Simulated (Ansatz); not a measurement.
`F[Si]([SiH3])(Cl)Cl` + NH₃ → `N[Si](F)(Cl)Cl` + SiH₄ at 700 K and 1 bar (cleavage of the Si–Si bond).

Program: Ansatz. Geometries: PBE0-D4/def2-TZVP. ΔE: electronic, gas phase. CCSD(T)/CBS is the MP2 limit (def2-TZVPP, def2-QZVPP) plus CCSD(T) − MP2 in def2-TZVPP, frozen cores. This one scheme is used for every species. Each species was taken in one conformer, which may not be the lowest.

```csv
species,CCSD(T)/CBS energy (Eh),H − E (kJ/mol),S (J/(mol·K))
`F[Si]([SiH3])(Cl)Cl`,-1599.47838,161.2,487.8
NH₃,-56.50880,116.9,226.5
`N[Si](F)(Cl)Cl`,-1364.55198,154.2,448.3
SiH₄,-291.46306,115.5,252.9
```

H − E and S are ideal-gas, rigid-rotor, harmonic terms from PBE0-D4/def2-TZVP, for one conformer and one mirror image of each species. 1 Eh = 2625.50 kJ/mol, R = 8.31446 J/(mol·K).

Problem. By hand: ΔE, ΔH, ΔS and ΔG.

Solution. ΔE = (-1364.55198) + (-291.46306) − (-1599.47838) − (-56.50880) = -0.02786 Eh = -73.1 kJ/mol. Δ(H − E) = 154.2 + 115.5 − 161.2 − 116.9 = -8.4, so ΔH = -81.5 kJ/mol. ΔS = 448.3 + 252.9 − 487.8 − 226.5 = -13.1 J/(mol·K). ΔG = -81.5 − 700 × (-13.1)/1000 = -72.3 kJ/mol.

Problem. By hand: the equilibrium constant, and the temperature at which ΔG would vanish if ΔH and ΔS stayed fixed.

Solution. log₁₀ K = −ΔG/(RT ln 10) = 5.4. ΔG = 0 at ΔH/ΔS = 6221 K, far beyond where these terms or the molecules hold.

The number of gas molecules stays the same, so ΔS is small and ΔH decides. A doubt of 5 kJ/mol in ΔE shifts log₁₀ K by 0.4 here. Other conformers and mirror images would add mixing entropy, several J/(mol·K) or more a flexible species. These are equilibria of isolated gas molecules and say nothing of rates. Largest T1 diagnostic: 0.011 (customary marks: 0.02 for closed shells, 0.045 for open ones).
